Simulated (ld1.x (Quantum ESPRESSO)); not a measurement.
## arsenic (As): one change to a PAW potential, before and after

| Property | Result |
| --- | --- |
| Element | As (Z = 33) |
| Generator | ld1.x (Quantum ESPRESSO) 7.5 |
| Type | PAW |
| Functional | BLYP |
| Relativity | scalar-relativistic |
| Frozen core | [Ar] 3d10 |
| Valence charge | 5 |
| Reference configuration | 4s2 4p3 |
| Partial waves | 4s (bound): rcut 1.45, rcutus 1.85 bohr; 4s channel at -0.6 Ry: rcut 1.45, rcutus 1.85 bohr; 4p (bound): rcut 1.40, rcutus 1.50 bohr; 4p channel at 1.55 Ry: rcut 1.40, rcutus 1.50 bohr |
| Local potential | all-electron potential smoothed inside 1.75 bohr (lloc = -1) |
| Core correction | Bessel-smoothed model core inside 0.75 bohr |
| Augmentation charge | PSQ, inside the norm-conserving radii |

Change: reference 4s1 4p4.

Cutoffs: the cutoffs (Ry, on a coarse ladder) from which the occupation-weighted sum of valence levels, in a spherical-Bessel basis at the reference potential, stays within 10 and 1 mRy of its value at 400 Ry; they do not see the model core or the augmentation charge, which bear on the density cutoff. Errors are all-electron minus pseudo energies relative to the spin-unpolarised reference configuration.

Problem. What does the change do?

Solution. The potential gets harder (18 Ry and 25 Ry → 18 Ry and 30 Ry); neither file shows a bound ghost.

```csv
quantity,base,changed
"cutoff, loose",18 Ry,18 Ry
"cutoff, tight",25 Ry,30 Ry
bound ghosts,none,none
"largest error over its own tests, meV",-504,-391
s: phases at 2.01 bohr within 0.05 rad from the reference energy up to (Ry; the scan ends near 5),to the end of the scan,to the end of the scan
p: phases at 2.01 bohr within 0.05 rad from the reference energy up to (Ry; the scan ends near 5),4.0,4.2
lowest overlap eigenvalue by channel,"s 0.38, p 0.65","s 0.38, p 0.65"
```
